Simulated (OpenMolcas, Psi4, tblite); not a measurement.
SnO (tin(ii) oxide): the dipole moment, rung by rung

SnO: 2 atoms, total charge 0, spin state singlet. As SMILES, `[O]=[Sn]`. The shape is that of a PBE0-D4/def2-TZVP optimisation.

```xyz
2

O     0.0000    0.0000   -0.0071
Sn    0.0000    0.0000    1.8107
```

Quantity: the dipole moment, in D. The values are calculated.

| level | kind | program | value (D) |
| --- | --- | --- | --- |
| GFN2-xTB | semi-empirical | tblite | 6.67 |
| IPEA1-xTB | semi-empirical | tblite | 5.55 |
| HF/def2-TZVPPD (core potential) | Hartree–Fock | OpenMolcas | 5.30 |
| SVWN5/def2-TZVPPD (core potential) | LDA | OpenMolcas | 3.96 |
| revPBE/def2-TZVPPD (core potential) | GGA | OpenMolcas | 3.92 |
| r2SCAN/def2-TZVPPD (core potential) | meta-GGA | OpenMolcas | 4.05 |
| M06-2X/def2-TZVPPD (core potential) | hybrid meta-GGA | OpenMolcas | 4.76 |
| PBE0/def2-TZVPPD (core potential) | global hybrid | OpenMolcas | 4.36 |
| wB97X-V/def2-TZVPPD (core potential) | range-separated hybrid | Psi4 | 4.58 |

The values span 3.92 to 6.67 D.
